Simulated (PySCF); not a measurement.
Compound: C6H6NP.
Atom-mapped SMILES: `[CH:1]1=[CH:2][P:3]1[n:4]1[cH:5][cH:6][cH:7][cH:8]1`

Structure used (GFN2-xTB), in Å, numbered top down from 1:
```xyz
14
C6H6NP angstrom
C      2.585    0.380   -0.260
C      2.483   -0.668    0.528
P      1.437    0.703    1.119
N     -0.100    0.308    0.397
C     -1.275    0.824    0.880
C     -2.310    0.350    0.132
C     -1.751   -0.495   -0.854
C     -0.401   -0.500   -0.666
H      3.052    0.752   -1.146
H      2.816   -1.671    0.679
H     -1.267    1.492    1.721
H     -3.350    0.574    0.264
H     -2.288   -1.034   -1.610
H      0.368   -1.017   -1.207
```

Definitions: NICS(0) = −σiso at the ring centroid; NICS(1) = −σiso and NICS(1)zz = −σzz at ±1 Å along the ring normal z. Level: GIAO PBE0/pcSseg-1 (PySCF, non-relativistic, gas phase) on the GFN2-xTB geometry, one conformer.

Rings: 1. C1–C2–P3; 2. N4–C5–C6–C7–C8.

```json
{"set": "P", "NICS(0)": "-13.1", "NICS(1), two faces": "-11.5 / -11.5", "NICS(1)zz, two faces": "-29.5 / -29.5"}
{"set": "Q", "NICS(0)": "-23.2", "NICS(1), two faces": "-11.0 / -6.5", "NICS(1)zz, two faces": "-24.6 / -17.4"}
```

Q: Which set (ppm) belongs to which ring?

A: P = 2, Q = 1.
- 1 (3-membered ring with P; formal bonds 1 double, 2 single): mean NICS(1)zz -21.0 ppm, shielded. N4, outside the ring, lies 1.66 Å from a NICS(1) probe.
- 2 (5-membered ring with N; formal bonds all aromatic): mean NICS(1)zz -29.5 ppm, shielded. The ring is flat and has no four-coordinate atom; by the NICS criterion it is aromatic.

Q: How do the rings differ in shape?

A: 
```csv
ring,bond lengths (Å),rms pucker (Å),HOMA,nearest outside atom to a NICS(1) probe (Å)
1,"1.314, 1.823, 1.823",0.00,-0.70,nitrogen 1.66
2,"1.372, 1.362, 1.414, 1.363, 1.369",0.00,0.85,hydrogen 2.45
```

HOMA = 1 − mean of α(R − Ropt)² over the ring bonds, with Krygowski's 1993 parameters (CC: Ropt 1.388 Å, α 257.7 Å⁻²; CN: Ropt 1.334 Å, α 93.52 Å⁻²; CP: Ropt 1.698 Å, α 118.91 Å⁻²).
